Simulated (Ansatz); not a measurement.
Isolated molecules relaxed with PBE0-D4/def2-TZVP in Ansatz; ΔE leaves out vibrations. CCSD(T)/CBS adds triple-zeta CCSD(T) − MP2 to the extrapolated MP2 energy (def2 sets, frozen cores). Functionals use def2-TZVPP. For Ge outer-core shells are correlated without core-valence functions, which leaves a few kJ/mol of doubt a bond. Scalar relativity is left out up to krypton. One conformer a species, not always the lowest.

Consider the substitution at a C–C bond: `CCCCCC` + `C[CH2][Ge][OH]` → `C[CH2][Ge][O]C` + `CCCCC`.

Task: Is it downhill or uphill in electronic energy at CCSD(T)/CBS, and by how much? (An estimate is asked.)

Result: Ansatz gave: Uphill: ΔE = +0.51 eV.

Task: What do these levels give: B2PLYP, HF/def2-TZVPP, CCSD/def2-TZVPP, HF/def2-QZVPP, MP2/def2-QZVPP, CCSD/CBS(def2)? (Best estimate.)

Result: Ansatz gave: B2PLYP 0.42, HF/def2-TZVPP 0.34, CCSD/def2-TZVPP 0.49, HF/def2-QZVPP 0.34, MP2/def2-QZVPP 0.55, CCSD/CBS(def2) 0.51 eV.

Largest T1 diagnostic among the species: 0.014.

From PBE to PBE0 (25 % exact exchange), in def2-TZVPP and without D4, ΔE moves by +0.03 eV. The D4 term adds +0.06 eV with B3LYP and +0.03 eV with PBE0; it sums over pairs of atoms, weighted by their polarisabilities, and B3LYP, whose exchange is more repulsive, gets the larger term. In def2-TZVPP, CCSD(T) changes the Hartree–Fock value by +0.16 eV (the triples alone add +0.01 eV) and MP2 by +0.21 eV.

B3LYP here is the variant with VWN-RPA as its local correlation; programs differ in this.
